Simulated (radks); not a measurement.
Sm, 62 electrons, occupied as [Xe] 4f6 5f2 (not the ground configuration). All-electron calculation, Dirac Kohn-Sham, AM05, spin-unpolarised, spherical densities, finite nucleus; open shells are shared between the two j in proportion to 2j + 1; Fermi nuclear charge, rms radius 5.0819 fm. Program: a radial shooting solver on a logarithmic mesh with Libxc functionals.

Unscreened Slater integrals over Kohn-Sham orbitals (eV). Large and small components are both included.

integral,value
"F0(5f7/2,5f7/2)",2.2856
"F2(5f7/2,5f7/2)",1.2685
"F4(5f7/2,5f7/2)",0.84680
"F6(5f7/2,5f7/2)",0.62668
"F0(5f7/2,5f5/2)",2.2867
"F2(5f7/2,5f5/2)",1.2687
"F4(5f7/2,5f5/2)",0.84684
"G2(5f7/2,5f5/2)",1.2687
"G4(5f7/2,5f5/2)",0.84683
"G6(5f7/2,5f5/2)",0.62667
"F0(5f7/2,4f7/2)",2.8917
"F2(5f7/2,4f7/2)",0.083750
"F4(5f7/2,4f7/2)",0.019371
"F6(5f7/2,4f7/2)",0.010937
"G0(5f7/2,4f7/2)",0.023572
"G2(5f7/2,4f7/2)",0.018640
"G4(5f7/2,4f7/2)",0.012504
"G6(5f7/2,4f7/2)",0.0091670
"F0(5f7/2,4f5/2)",2.8921
"F2(5f7/2,4f5/2)",0.081596
"F4(5f7/2,4f5/2)",0.018895
"G2(5f7/2,4f5/2)",0.018502
"G4(5f7/2,4f5/2)",0.012391
"G6(5f7/2,4f5/2)",0.0090809
"F0(5f5/2,5f5/2)",2.2877
"F2(5f5/2,5f5/2)",1.2690
"F4(5f5/2,5f5/2)",0.84688
"F0(5f5/2,4f7/2)",2.8932
"F2(5f5/2,4f7/2)",0.082698
"F4(5f5/2,4f7/2)",0.018528
"G2(5f5/2,4f7/2)",0.017186
"G4(5f5/2,4f7/2)",0.011571
"G6(5f5/2,4f7/2)",0.0084915
"F0(5f5/2,4f5/2)",2.8935
"F2(5f5/2,4f5/2)",0.080512
"F4(5f5/2,4f5/2)",0.018033
"G0(5f5/2,4f5/2)",0.021473
"G2(5f5/2,4f5/2)",0.017083
"G4(5f5/2,4f5/2)",0.011480
"F0(4f7/2,4f7/2)",25.777
"F2(4f7/2,4f7/2)",11.780
"F4(4f7/2,4f7/2)",7.3017
"F6(4f7/2,4f7/2)",5.2284
"F0(4f7/2,4f5/2)",25.971
"F2(4f7/2,4f5/2)",11.881
"F4(4f7/2,4f5/2)",7.3665
"G2(4f7/2,4f5/2)",11.859
"G4(4f7/2,4f5/2)",7.3538
"G6(4f7/2,4f5/2)",5.2666
"F0(4f5/2,4f5/2)",26.168
"F2(4f5/2,4f5/2)",11.984
"F4(4f5/2,4f5/2)",7.4336
